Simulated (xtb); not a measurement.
C2H6NO (SMILES CC([NH3+])=O), charge +1, singlet, from a rough starting geometry; GFN2-xTB (xtb).

Input for xtb:
```
$ xtb mol.xyz --gfn 2 --chrg 1 --opt vtight --json

# file mol.xyz
10

O      0.59415759     1.72870527     0.06193730
C      0.26686471     0.57092206     0.04385116
N      1.16694237    -0.44280585     0.04828824
C     -1.23458588     0.13188309     0.12427639
H      0.90281197    -1.37811670     0.26468892
H     -1.89062672     1.02276817    -0.07495222
H     -1.37956281    -0.60659540    -0.68950060
H     -1.48960749    -0.34267363     0.99399358
H      2.09537948    -0.21666493     0.23404351
H      1.08916384    -0.53872630    -0.94220273
```

The log (banner, timings and long lists left out):

```
   ID    Z sym.   atoms
    1    8 O      1
    2    6 C      2, 4
    3    7 N      3
    4    1 H      5-10

           -------------------------------------------------
          |                Calculation Setup                |
           -------------------------------------------------

           -------------------------------------------------
          |                 G F N 2 - x T B                 |
           -------------------------------------------------

          ...................................................
          :                      SETUP                      :
          :.................................................:
          :  # basis functions                  22          :
          :  # atomic orbitals                  22          :
          :  # shells                           14          :
          :  # electrons                        24          :
          :  max. iterations                   250          :
          :  Hamiltonian                  GFN2-xTB          :
          :  restarted?                      false          :
          :  GBSA solvation                  false          :
          :  PC potential                    false          :
          :  electronic temp.          300.0000000     K    :
          :  accuracy                    1.0000000          :
          :  -> integral cutoff          0.2500000E+02      :
          :  -> integral neglect         0.1000000E-07      :
          :  -> SCF convergence          0.1000000E-05 Eh   :
          :  -> wf. convergence          0.1000000E-03 e    :
          :  Broyden damping             0.4000000          :
          :  net charge                          1          :
          :  unpaired electrons                  0          :
          ...................................................

 iter      E             dE          RMSdq      gap      omega  full diag
   1    -13.8546738 -0.138547E+02  0.525E+00    5.50       0.0  T
   2    -13.9986401 -0.143966E+00  0.260E+00    4.24       1.0  T
   3    -14.0061125 -0.747247E-02  0.161E+00    4.64       1.0  T
   4    -14.0067425 -0.629966E-03  0.665E-01    4.36       1.0  T
   5    -14.0079457 -0.120321E-02  0.141E-01    4.47       1.0  T
   6    -14.0079538 -0.809610E-05  0.540E-02    4.47       1.0  T
   7    -14.0079556 -0.185928E-05  0.104E-02    4.48       3.0  T
   8    -14.0079557 -0.484045E-07  0.384E-03    4.48       8.2  T
   9    -14.0079557 -0.272552E-07  0.881E-04    4.48      35.9  T
  10    -14.0079557 -0.549596E-09  0.272E-04    4.48     116.4  T

   *** convergence criteria satisfied after 10 iterations ***

         :::::::::::::::::::::::::::::::::::::::::::::::::::::
         ::                     SUMMARY                     ::
         :::::::::::::::::::::::::::::::::::::::::::::::::::::
         :: total energy             -13.811221428184 Eh    ::
         :: gradient norm              0.213786338990 Eh/a0 ::
         :: HOMO-LUMO gap              4.475682504064 eV    ::
         ::.................................................::
         :: SCC energy               -14.007954499374 Eh    ::
         :: -> isotropic ES            0.152743504726 Eh    ::
         :: -> anisotropic ES         -0.004780288876 Eh    ::
         :: -> anisotropic XC          0.005881865523 Eh    ::
         :: -> dispersion             -0.003224035746 Eh    ::
         :: repulsion energy           0.196733071190 Eh    ::
         :: add. restraining           0.000000000000 Eh    ::
         :: total charge               1.000000000000 e     ::
         :::::::::::::::::::::::::::::::::::::::::::::::::::::

      -----------------------------------------------------------
     |                   =====================                   |
     |                        A N C O P T                        |
     |                   =====================                   |
     |               Approximate Normal Coordinate               |
     |                Rational Function Optimizer                |
      -----------------------------------------------------------
      -----------------------------------------------------------
     |                   =====================                   |
     |                        A N C O P T                        |
     |                   =====================                   |
     |               Approximate Normal Coordinate               |
     |                Rational Function Optimizer                |
      -----------------------------------------------------------

          ...................................................
          :                      SETUP                      :
          :.................................................:
          :   optimization level         verytight          :
          :   max. optcycles                   200          :
          :   ANC micro-cycles                  20          :
          :   degrees of freedom                24          :
          :.................................................:
          :   RF solver                   davidson          :
          :   write xtbopt.log                true          :
          :   linear?                        false          :
          :   energy convergence         0.1000000E-06 Eh   :
          :   grad. convergence          0.2000000E-03 Eh/α :
          :   maxmium RF displ.          1.0000000          :
          :   Hlow (freq-cutoff)         0.1000000E-01      :
          :   Hmax (freq-cutoff)         5.0000000          :
          :   S6 in model hess.         20.0000000          :
          ...................................................

generating ANC from exact Hessian ...
Using Lindh-Hessian (1995)
 Shifting diagonal of input Hessian by    0.0000000000000000
 Lowest  eigenvalues of input Hessian
    0.000000    0.000000    0.000000    0.000000    0.000000    0.000000
[...]
 * total energy  :   -13.8606194 Eh     change       -0.4700239E-05 Eh
 * total energy  :   -13.8606221 Eh     change       -0.2634150E-05 Eh
 * total energy  :   -13.8606229 Eh     change       -0.8627398E-06 Eh
 * total energy  :   -13.8606232 Eh     change       -0.2458800E-06 Eh
 * total energy  :   -13.8606238 Eh     change       -0.6505797E-06 Eh
 * total energy  :   -13.8606242 Eh     change       -0.3964192E-06 Eh
 * total energy  :   -13.8606244 Eh     change       -0.2092401E-06 Eh
 * total energy  :   -13.8606248 Eh     change       -0.3349847E-06 Eh
 * total energy  :   -13.8606253 Eh     change       -0.5726322E-06 Eh
 * total energy  :   -13.8606260 Eh     change       -0.6792625E-06 Eh
 * total energy  :   -13.8606265 Eh     change       -0.5138830E-06 Eh
 * total energy  :   -13.8606268 Eh     change       -0.2129198E-06 Eh
 * total energy  :   -13.8606268 Eh     change       -0.7576029E-07 Eh
   *** GEOMETRY OPTIMIZATION CONVERGED AFTER 28 ITERATIONS ***
[...]
   3    -14.0371723 -0.568434E-12  0.134E-05    5.09    2353.4  T

   *** convergence criteria satisfied after 3 iterations ***

         :::::::::::::::::::::::::::::::::::::::::::::::::::::
         ::                     SUMMARY                     ::
         :::::::::::::::::::::::::::::::::::::::::::::::::::::
         :: total energy             -13.860626827791 Eh    ::
         :: gradient norm              0.000101082978 Eh/a0 ::
         :: HOMO-LUMO gap              5.085009564106 eV    ::
         ::.................................................::
         :: SCC energy               -14.037170768085 Eh    ::
         :: -> isotropic ES            0.132431457940 Eh    ::
         :: -> anisotropic ES         -0.011133992985 Eh    ::
         :: -> anisotropic XC          0.007372378005 Eh    ::
         :: -> dispersion             -0.003178905400 Eh    ::
         :: repulsion energy           0.176543940295 Eh    ::
         :: add. restraining           0.000000000000 Eh    ::
         :: total charge               1.000000000000 e     ::
         :::::::::::::::::::::::::::::::::::::::::::::::::::::

           -------------------------------------------------
          |                Property Printout                |
           -------------------------------------------------

    * Orbital Energies and Occupations

         #    Occupation            Energy/Eh            Energy/eV
      -------------------------------------------------------------
         1        2.0000           -0.9603404             -26.1322
         2        2.0000           -0.9064337             -24.6653
         3        2.0000           -0.8659191             -23.5629
         4        2.0000           -0.8358864             -22.7456
         5        2.0000           -0.8152336             -22.1836
         6        2.0000           -0.7981744             -21.7194
         7        2.0000           -0.7768128             -21.1382
         8        2.0000           -0.7659856             -20.8435
         9        2.0000           -0.7283115             -19.8184
        10        2.0000           -0.6811497             -18.5350
        11        2.0000           -0.6746759             -18.3589
        12        2.0000           -0.6587241             -17.9248 (HOMO)
        13                         -0.4718535             -12.8398 (LUMO)
        14                         -0.3311949              -9.0123
        15                         -0.2080521              -5.6614
        16                         -0.0874799              -2.3804
        17                         -0.0824424              -2.2434
        18                         -0.0467355              -1.2717
        19                         -0.0096250              -0.2619
        20                          0.0167266               0.4552
        21                          0.0557750               1.5177
        22                          0.5583417              15.1933
      -------------------------------------------------------------
                  HL-Gap            0.1868707 Eh            5.0850 eV
             Fermi-level           -0.5652888 Eh          -15.3823 eV

     #   Z          covCN         q      C6AA      α(0)
     1   8 O        0.856    -0.183    17.797     5.656
     2   6 C        2.713     0.305    21.821     7.646
     3   7 N        3.457    -0.207    25.493     7.499
     4   6 C        3.753    -0.176    23.995     6.985
     5   1 H        0.859     0.275     0.791     1.394
     6   1 H        0.925     0.150     1.395     1.847
     7   1 H        0.925     0.129     1.545     1.944
     8   1 H        0.924     0.149     1.401     1.851
     9   1 H        0.859     0.282     0.768     1.373
    10   1 H        0.859     0.277     0.786     1.389

 Mol. C6AA /au·bohr⁶  :        626.657347
 Mol. C8AA /au·bohr⁸  :      13367.369277
 Mol. α(0) /au        :         37.584109

Wiberg/Mayer (AO) data.
largest (>0.10) Wiberg bond orders for each atom

 ---------------------------------------------------------------------------
     #   Z sym  total        # sym  WBO       # sym  WBO       # sym  WBO
 ---------------------------------------------------------------------------
     1   8 O    2.317 --     2 C    2.042     3 N    0.122
     2   6 C    3.901 --     1 O    2.042     4 C    1.072     3 N    0.733
     3   7 N    3.620 --     5 H    0.911     9 H    0.908    10 H    0.907
                             2 C    0.733     1 O    0.122
     4   6 C    3.964 --     2 C    1.072     6 H    0.944     7 H    0.943
                             8 H    0.909
     5   1 H    0.924 --     3 N    0.911
     6   1 H    0.978 --     4 C    0.944
     7   1 H    0.983 --     4 C    0.943
     8   1 H    0.978 --     4 C    0.909
     9   1 H    0.920 --     3 N    0.908
    10   1 H    0.923 --     3 N    0.907
 ---------------------------------------------------------------------------

Topologies differ in total number of bonds
Writing topology from bond orders to xtbtopo.mol

molecular dipole:
                 x           y           z       tot (Debye)
 q only:        0.771      -1.197      -0.162
   full:        0.917      -1.487      -0.207       4.472
molecular quadrupole (traceless):
                xx          xy          yy          xz          yz          zz
 q only:        6.906      -4.459      -3.996      -1.105      -0.076      -2.910
  q+dip:        7.170      -5.078      -4.891      -1.270      -0.265      -2.278
   full:        6.957      -5.396      -5.336      -1.301      -0.427      -1.621

optimized geometry written to: xtbopt.xyz

           -------------------------------------------------
          | TOTAL ENERGY              -13.860626827791 Eh   |
          | GRADIENT NORM               0.000101082978 Eh/α |
          | HOMO-LUMO GAP               5.085009564106 eV   |
           -------------------------------------------------
```
